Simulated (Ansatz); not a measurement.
Molecule: C₃H₃O, net charge -1, singlet state. It need not be the lowest isomer of its formula. Whether it binds its extra electron was not tested at this geometry. 
Geometry from a B3LYP-D3(BJ)/def2-TZVP (Ansatz, a quantum-chemistry and plane-wave program) optimisation:
```xyz
7

C      2.0196     0.0365    -0.2522
C      0.8411    -0.2474     0.0078
C     -0.5624    -0.4964     0.2790
O     -1.4150     0.6291    -0.1045
H     -0.7514    -0.6807     1.3470
H     -0.9404    -1.3736    -0.2668
H     -0.7777     1.2649    -0.4521
```
Charge -1, spin multiplicity 1.

Basis-set convergence of Hartree-Fock and CCSD(T) correlation energies (hartree) with Ansatz. Cores are frozen in the correlated levels unless marked. Spin-orbit coupling is left out. No relativistic terms. This anion needs diffuse functions, which these sets lack.

```json
[
 {"basis": "cc-pVDZ", "functions": "-", "E(HF)": "-190.10477", "E(corr, CCSD(T))": "-0.62576", "rough core time": "under 20 s"},
 {"basis": "cc-pVTZ", "functions": "162", "E(HF)": "-190.16760", "E(corr, CCSD(T))": "-0.77045", "rough core time": "22 s"},
 {"basis": "cc-pVQZ", "functions": "310", "E(HF)": "…", "E(corr, CCSD(T))": "…", "rough core time": "4 min"}
]
```

Q: Some entries are withheld; supply them.

A: 
- cc-pVQZ, E(HF): -190.18486
- cc-pVQZ, E(corr, CCSD(T)): -0.81725
